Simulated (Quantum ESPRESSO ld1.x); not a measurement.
Results of a calculation; reference values are marked as such.
Problem. These are the eigenvalues of the occupied orbitals of an atom or ion with whole-number occupations (Ry). Level of theory: Dirac Kohn-Sham, Engel-Vosko exchange with Perdew-Wang LDA correlation, spin-unpolarised, spherical densities, point nucleus (ld1.x of Quantum ESPRESSO 7.5).

orbital  eigenvalue
1s1/2      -1778.60
2s1/2      -262.293
2p1/2      -243.323
2p3/2      -231.620
3s1/2      -49.8449
3p1/2      -42.3820
3p3/2      -40.3400
3d3/2      -27.2130
3d5/2      -26.8055
4s1/2      -9.27318
4p1/2      -6.95515
4p3/2      -6.62365
4d3/2      -3.08964
4d5/2      -3.04784

Which element is it, and in what charge state? The configuration may be excited. Open shells, if any, fill j = l - 1/2 first.

Solution. Z = 46, palladium, charge +3: Pd3+ in [Kr] 4d7. The list shows which subshells hold electrons but not how many an open one holds; the 1s level, -889.3 hartree, gives Z - s = 42.2 by -(Z - s)^2/2, which with screening and relativity narrows Z to a few neighbours, and the depths of the outer levels then fix element, charge and occupations together.
